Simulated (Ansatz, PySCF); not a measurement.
Molecule: sum formula HBO, net charge 0, singlet state. 
Structure (B3LYP-D3(BJ)/def2-TZVP (Ansatz, a quantum-chemistry and plane-wave program) minimum search):
SMILES: O=B
```xyz
3

H      0.0000     0.0000    -1.7698
B      0.0000     0.0000    -0.6017
O      0.0000     0.0000     0.5973
```
Charge 0, spin multiplicity 1.

Wanted: atomisation energy (electronic, to ground-state atoms), in kcal/mol. Valence correlation only, unless marked. UHF or UKS for open shells. Spin-orbit coupling is left out. No relativistic terms. The coupled-cluster limit lacks core correlation, which all-electron functionals hold. Basis-set limits of correlation are two-point, X^-3; Hartree-Fock from the larger set (for Q and 5 zeta extrapolated as (X+1)exp(-9√X)).

| level | program | atomisation energy (kcal/mol) |
|---|---|---|
| TPSS/def2-TZVPD | PySCF | (withheld) |
| r2SCAN-D4/def2-TZVPD | Ansatz + dftd4 | 312.3 |
| SCS-MP2/6-31G | Ansatz | 272.3 |
| CCSD(T)/CBS(cc-pVQZ,cc-pV5Z) | Ansatz | (withheld) |

Problem. Fill in the missing entries.

Solution. 
- TPSS/def2-TZVPD, atomisation energy (kcal/mol): 309.3
- CCSD(T)/CBS(cc-pVQZ,cc-pV5Z), atomisation energy (kcal/mol): 309.8
